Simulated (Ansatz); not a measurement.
Consider the atomization: `C[NH][GaH][InH2]` → C• + Ga• + 7 H• + In• + N•.

Isolated molecules relaxed with PBE0-D4/def2-TZVP in Ansatz; ΔE leaves out vibrations. CCSD(T)/CBS is the MP2 limit (def2-TZVPP, def2-QZVPP) plus CCSD(T) − MP2 in def2-TZVPP, frozen cores. This one scheme is used for every species, atoms too. For atomizations the MP2-based limit and the directly extrapolated one differ by several kJ/mol either way, and by 10 to 25 for some Ge, Se and Sn compounds, so smaller differences from it don't rank the levels. DFT in def2-TZVPP. Open shells (•) are unrestricted, without spin–orbit coupling. Spin–orbit coupling would lower the free atoms: a little for C; clearly for Ga; strongly for In. def2 core potentials past Kr. For Ga, In outer-core shells are correlated without core-valence functions, so the limit isn't a true one: a few kJ/mol of doubt a bond, and 10 to 20 or more in all where bonds break to atoms. Scalar relativity is left out up to krypton. Each species was taken in one conformer, which may not be the lowest.

CCSD(T)/CBS gives +3181.7 kJ/mol.

Q: Another level gave +3163.3 kJ/mol. Which?
A. CAM-B3LYP-D4/def2-TZVPP
B. CAM-B3LYP/def2-TZVPP
C. BHLYP/def2-TZVPP
D. ωB97X-V/def2-TZVPP

A: B. CAM-B3LYP 3163.3, ωB97X-V 3193.2, CAM-B3LYP-D4 3183.1, BHLYP 3056.3 kJ/mol.

Largest T1 diagnostic among the species: 0.015.

In def2-TZVPP, CCSD(T) changes the Hartree–Fock value by +874.0 kJ/mol (the triples alone add +43.2 kJ/mol) and MP2 by +865.7 kJ/mol; breaking electron pairs costs correlation energy, which Hartree–Fock lacks. The D4 term adds +35.9 kJ/mol with B3LYP and +19.0 kJ/mol with PBE0; it sums over pairs of atoms, weighted by their polarisabilities, and B3LYP, whose exchange is more repulsive, gets the larger term. From PBE to PBE0 (25 % exact exchange), in def2-TZVPP and without D4, ΔE moves by −33.8 kJ/mol: exact exchange takes away binding that semilocal exchange gives to molecules.

B3LYP here is the variant with VWN-RPA as its local correlation; programs differ in this.
